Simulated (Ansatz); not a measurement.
Calculated with Ansatz (gas phase, PBE0-D4/def2-TZVP geometries, no zero-point term in ΔE). CCSD(T)/CBS is the MP2 limit (def2-TZVPP, def2-QZVPP) plus CCSD(T) − MP2 in def2-TZVPP, frozen cores. This one scheme is used for every species. Functionals use def2-TZVPP. B3LYP here is the variant with VWN-RPA as its local correlation; programs differ in this. For Ge outer-core shells are correlated without core-valence functions, which leaves a few kJ/mol of doubt a bond. Scalar relativity is left out up to krypton.

Consider the hydrogenolysis of a Ge–C bond: `[CH3][Ge][F]` + H₂ → `[F][GeH]` + CH₄.

`[CH3][Ge][F]`:

```xyz
6

C     0.355    0.103   -0.453
Ge   -1.413    0.376    0.399
F    -1.041   -0.581    1.836
H     0.445    0.612   -1.414
H     0.519   -0.971   -0.593
H     1.137    0.462    0.225
```

H₂:

Z-matrix (Å, degrees):
```
H
H 1 0.746
```

`[F][GeH]`:

Cartesian coordinates in Å:
```
F -0.290 1.176 -0.532
Ge 0.693 -0.244 -0.213
H -0.403 -0.932 0.745
```

CH₄:

Cartesian coordinates in Å:
```
C 0.000 0.000 0.000
H 0.639 -0.514 -0.718
H -0.113 1.043 -0.295
H 0.453 -0.050 0.990
H -0.978 -0.479 0.024
```

Task: Is it downhill or uphill in electronic energy at CCSD(T)/CBS, and by how much? (An estimate is asked.)

Result: The calculation gave: Downhill: ΔE = -15.4 kJ/mol.

Task: What do these levels give: LDA (SPW92), B3LYP-D4, HF/def2-SVP, CCSD/def2-TZVPP, CCSD(T)/def2-TZVPP, CCSD/CBS(def2)? (An estimate is asked.)

Result: Ansatz gave: LDA (SPW92) -14.8, B3LYP-D4 -23.1, HF/def2-SVP -50.5, CCSD/def2-TZVPP -24.2, CCSD(T)/def2-TZVPP -19.8, CCSD/CBS(def2) -19.9 kJ/mol.

Largest T1 diagnostic among the species: 0.014.

The D4 term adds +6.1 kJ/mol with B3LYP and +3.1 kJ/mol with PBE0; it sums over pairs of atoms, weighted by their polarisabilities, and B3LYP, whose exchange is more repulsive, gets the larger term. At CCSD(T), def2-SVP lies −20.1 kJ/mol from the extrapolated value and def2-TZVPP −4.3 kJ/mol.
